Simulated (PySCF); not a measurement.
TiClO, SMILES [Cl][Ti+]=[O], charge +1, multiplicity 1. Atoms are numbered in the order given.

```xyz
3

Ti     0.4335     0.5854     0.0000
Cl    -0.1714    -1.4557     0.0000
O     -0.8278     1.4836     0.0000
```
Charge +1, spin multiplicity 1.

Coordinates come from a PBE0-D3(BJ)/def2-TZVP optimisation. The multiplicity is an assumed one; other spin states were not compared. The isomer is the one that the SMILES or the coordinates give; other isomers of the formula were not compared.

These are B3LYP/def2-TZVPD run with PySCF values and carry that method's errors.

Gas-phase values at a fixed geometry.

Computed frontier levels, gap, dipole moment and polarisability:
| Item | Result |
|---|---|
| highest occupied level | -14.72 eV |
| lowest empty level | -10.25 eV |
| orbital gap | 4.47 eV |
| dipole moment about the centre of nuclear charge | 1.214 e·Å |
| mean static polarisability | 36.1 bohr³ (5.35 Å³) |
| polarisability, principal values | 24.0, 29.2, 55.1 bohr³ |
